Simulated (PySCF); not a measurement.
PySCF input (BP86/def2-TZVPD):

```python
from pyscf import gto, scf, dft

mol = gto.M(
    atom='''
    Ca   -0.00000000   -0.00000000   -0.64726545
    O     0.00000000    0.00000000    1.33220972
    H     0.00000000    0.00000000    2.28763111
    ''',
    basis='def2-tzvpd',
    charge=0,
    spin=1,
    symmetry='C2v',
    verbose=4,
)

mf = dft.UKS(mol, xc='bp86').density_fit(auxbasis='def2-universal-jkfit')
mf.grids.level = 3
mf.conv_tol = 1e-9
mf.max_cycle = 100
mf.max_memory = 1500
mf.kernel()
if not mf.converged:
    mf = mf.newton()
    mf.kernel(mf.make_rdm1())
mf.analyze()
```

End of the output:

```
Extra cycle  E= -753.549178627181  delta_E= -1.14e-13  |g|= 1.95e-06  |ddm|= 6.02e-06
converged SCF energy = -753.549178627181  <S^2> = 0.75025718  2S+1 = 2.0002572
**** SCF Summaries ****
Total Energy =                        -753.549178627181050
Nuclear Repulsion Energy =              50.810180155375129
One-electron Energy =                -1134.233784631391927
Two-electron Energy =                  329.874425848835699
Two-electron Coulomb Energy =          375.056434876613991
DFT Exchange-Correlation Energy =      -45.182009027778321
HOMO-LUMO gap [eV] =                     0.921864313616765
Wave-function symmetry = A1
alpha occupancy for each irrep:     A1   A2   B1   B2
                                     9    0    3    3
beta  occupancy for each irrep:     A1   A2   B1   B2
                                     8    0    3    3
**** MO energy ****
alpha MO #1 (A1 #1), energy= -144.386111780874 occ= 1
alpha MO #2 (A1 #2), energy= -18.711341763934 occ= 1
alpha MO #3 (A1 #3), energy= -15.0469449534886 occ= 1
alpha MO #4 (B2 #1), energy= -12.2482412971692 occ= 1
alpha MO #5 (B1 #1), energy= -12.2482412957376 occ= 1
alpha MO #6 (A1 #4), energy= -12.2454526924071 occ= 1
alpha MO #7 (A1 #5), energy= -1.66321637974718 occ= 1
alpha MO #8 (A1 #6), energy= -0.988197741523393 occ= 1
alpha MO #9 (B1 #2), energy= -0.984589926661652 occ= 1
alpha MO #10 (B2 #2), energy= -0.984589881700907 occ= 1
alpha MO #11 (A1 #7), energy= -0.8176006874344 occ= 1
alpha MO #12 (A1 #8), energy= -0.377815518323942 occ= 1
alpha MO #13 (B1 #3), energy= -0.231937091104792 occ= 1
alpha MO #14 (B2 #3), energy= -0.231937062647304 occ= 1
alpha MO #15 (A1 #9), energy= -0.126414352757116 occ= 1
alpha MO #16 (B2 #4), energy= -0.0567259527417523 occ= 0
alpha MO #17 (B1 #4), energy= -0.0567258303015477 occ= 0
alpha MO #18 (A1 #10), energy= -0.0454195788519991 occ= 0
alpha MO #19 (A2 #1), energy= -0.0395516712271944 occ= 0
alpha MO #20 (A1 #11), energy= -0.0395516675204018 occ= 0
alpha MO #21 (B2 #5), energy= 0.00751326185609269 occ= 0
alpha MO #22 (B1 #5), energy= 0.00751330563843222 occ= 0
alpha MO #23 (A1 #12), energy= 0.00776087601869124 occ= 0
alpha MO #24 (A1 #13), energy= 0.0427881015727181 occ= 0
alpha MO #25 (A1 #14), energy= 0.0749035612350478 occ= 0
alpha MO #26 (B2 #6), energy= 0.0848395904778156 occ= 0
alpha MO #27 (B1 #6), energy= 0.0848396734452983 occ= 0
alpha MO #28 (B2 #7), energy= 0.10176486139666 occ= 0
alpha MO #29 (B1 #7), energy= 0.101764883475561 occ= 0
alpha MO #30 (A1 #15), energy= 0.132733693876979 occ= 0
alpha MO #31 (A1 #16), energy= 0.151434135494419 occ= 0
alpha MO #32 (A2 #2), energy= 0.151434185673638 occ= 0
alpha MO #33 (A1 #17), energy= 0.155383448584031 occ= 0
alpha MO #34 (B2 #8), energy= 0.186600971309423 occ= 0
alpha MO #35 (B1 #8), energy= 0.186601031505442 occ= 0
alpha MO #36 (A1 #18), energy= 0.242977984539707 occ= 0
alpha MO #37 (A1 #19), energy= 0.273623880705601 occ= 0
alpha MO #38 (B2 #9), energy= 0.298260989287506 occ= 0
alpha MO #39 (B1 #9), energy= 0.298261008755122 occ= 0
alpha MO #40 (A1 #20), energy= 0.358082745438236 occ= 0
alpha MO #41 (A2 #3), energy= 0.368275349736068 occ= 0
alpha MO #42 (A1 #21), energy= 0.368276076720861 occ= 0
alpha MO #43 (A1 #22), energy= 0.514570564015784 occ= 0
alpha MO #44 (B2 #10), energy= 0.522404353870221 occ= 0
alpha MO #45 (B1 #10), energy= 0.522404367760204 occ= 0
alpha MO #46 (B1 #11), energy= 0.654690864120263 occ= 0
alpha MO #47 (B2 #11), energy= 0.654690877438764 occ= 0
alpha MO #48 (A1 #23), energy= 0.727419094240027 occ= 0
alpha MO #49 (A1 #24), energy= 0.796048241772105 occ= 0
alpha MO #50 (B2 #12), energy= 0.880324411003452 occ= 0
alpha MO #51 (B1 #12), energy= 0.880324454268274 occ= 0
alpha MO #52 (A1 #25), energy= 0.976762889260584 occ= 0
alpha MO #53 (A1 #26), energy= 1.09784608965112 occ= 0
alpha MO #54 (A2 #4), energy= 1.255572744673 occ= 0
alpha MO #55 (A1 #27), energy= 1.25557322315817 occ= 0
alpha MO #56 (B2 #13), energy= 1.38698645392149 occ= 0
alpha MO #57 (B1 #13), energy= 1.38698645555863 occ= 0
alpha MO #58 (A1 #28), energy= 1.47027376754943 occ= 0
alpha MO #59 (A1 #29), energy= 1.53555103168808 occ= 0
alpha MO #60 (B1 #14), energy= 1.60249230002293 occ= 0
alpha MO #61 (B2 #14), energy= 1.60249230841697 occ= 0
alpha MO #62 (A1 #30), energy= 1.67882671018357 occ= 0
alpha MO #63 (A2 #5), energy= 1.67882871687778 occ= 0
alpha MO #64 (B1 #15), energy= 2.10840558727161 occ= 0
alpha MO #65 (B2 #15), energy= 2.10840559695935 occ= 0
alpha MO #66 (A1 #31), energy= 2.12944403375256 occ= 0
alpha MO #67 (A1 #32), energy= 2.61558535495598 occ= 0
alpha MO #68 (B1 #16), energy= 2.71645226988977 occ= 0
alpha MO #69 (B2 #16), energy= 2.71645229706936 occ= 0
alpha MO #70 (A1 #33), energy= 2.7774687040838 occ= 0
alpha MO #71 (A1 #34), energy= 3.28052686137854 occ= 0
alpha MO #72 (A1 #35), energy= 3.89038371144618 occ= 0
alpha MO #73 (A1 #36), energy= 5.02830169391059 occ= 0
alpha MO #74 (A2 #6), energy= 5.02831503975768 occ= 0
alpha MO #75 (B1 #17), energy= 5.07265203910201 occ= 0
alpha MO #76 (B2 #17), energy= 5.07265203909959 occ= 0
alpha MO #77 (B1 #18), energy= 5.35927468542715 occ= 0
alpha MO #78 (B2 #18), energy= 5.35927470542077 occ= 0
alpha MO #79 (A1 #37), energy= 6.25456403033333 occ= 0
alpha MO #80 (A2 #7), energy= 6.28434961057223 occ= 0
alpha MO #81 (A1 #38), energy= 6.2844485743504 occ= 0
alpha MO #82 (B1 #19), energy= 6.39924948585141 occ= 0
alpha MO #83 (B2 #19), energy= 6.39924951008379 occ= 0
alpha MO #84 (A1 #39), energy= 7.02494958619291 occ= 0
alpha MO #85 (A1 #40), energy= 43.3278446170733 occ= 0
beta  MO #1 (A1 #1), energy= -144.385530014933 occ= 1
beta  MO #2 (A1 #2), energy= -18.7113509183959 occ= 1
beta  MO #3 (A1 #3), energy= -15.0462337113851 occ= 1
beta  MO #4 (B2 #1), energy= -12.2477131055665 occ= 1
beta  MO #5 (B1 #1), energy= -12.2477130991553 occ= 1
beta  MO #6 (A1 #4), energy= -12.2444813910239 occ= 1
beta  MO #7 (A1 #5), energy= -1.66051309595738 occ= 1
beta  MO #8 (A1 #6), energy= -0.984219916269424 occ= 1
beta  MO #9 (B1 #2), energy= -0.981457563809936 occ= 1
beta  MO #10 (B2 #2), energy= -0.98145750949729 occ= 1
beta  MO #11 (A1 #7), energy= -0.817537490272578 occ= 1
beta  MO #12 (A1 #8), energy= -0.376992779487999 occ= 1
beta  MO #13 (B1 #3), energy= -0.231717921399877 occ= 1
beta  MO #14 (B2 #3), energy= -0.231717916592682 occ= 1
beta  MO #15 (A1 #9), energy= -0.0925364638124222 occ= 0
beta  MO #16 (B1 #4), energy= -0.027737781724924 occ= 0
beta  MO #17 (B2 #4), energy= -0.0277377208714285 occ= 0
[...]
```

It need not be the lowest isomer of its formula.
